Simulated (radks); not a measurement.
The nuclear charge of the platinum ion Pt2+ is varied continuously with 76 electrons held in [Xe] 4f14 5d8. All-electron calculation, Dirac Kohn-Sham, PBE, spin-unpolarised, spherical densities, point nucleus; open shells are shared between the two j in proportion to 2j + 1. Program: a radial shooting solver on a logarithmic mesh with Libxc functionals. By the Hellmann-Feynman theorem dE/dZ = E(electron-nucleus)/Z, the electronic potential at the nucleus.

Z	E (hartree)	E(electron-nucleus)/Z (hartree)	HOMO	e(HOMO) (eV)	<r> HOMO (bohr)
77.5	-18150.1956	-587.972	5d5/2	-18.756	1.661
77.6	-18209.0529	-589.174	5d5/2	-20.016	1.643
77.7	-18268.0304	-590.377	5d5/2	-21.298	1.627
77.8	-18327.1283	-591.581	5d5/2	-22.603	1.611
77.9	-18386.3467	-592.786	5d5/2	-23.930	1.596
78	-18445.6856	-593.992	5d5/2	-25.278	1.581
78.1	-18505.1451	-595.199	5d5/2	-26.647	1.566
78.2	-18564.7254	-596.406	5d5/2	-28.038	1.552
78.3	-18624.4264	-597.615	5d5/2	-29.448	1.539
78.4	-18684.2484	-598.824	5d5/2	-30.879	1.526
78.5	-18744.1913	-600.035	5d5/2	-32.330	1.513
78.6	-18804.2554	-601.247	5d5/2	-33.800	1.500
78.7	-18864.4407	-602.459	5d5/2	-35.289	1.488
78.8	-18924.7473	-603.673	5d5/2	-36.797	1.476
78.9	-18985.1754	-604.888	5d5/2	-38.324	1.465
79	-19045.7249	-606.104	5d5/2	-39.869	1.454

The central difference of E at Z = 78 is -593.992 hartree, to compare with the third column; the second derivative is -12.1 hartree.
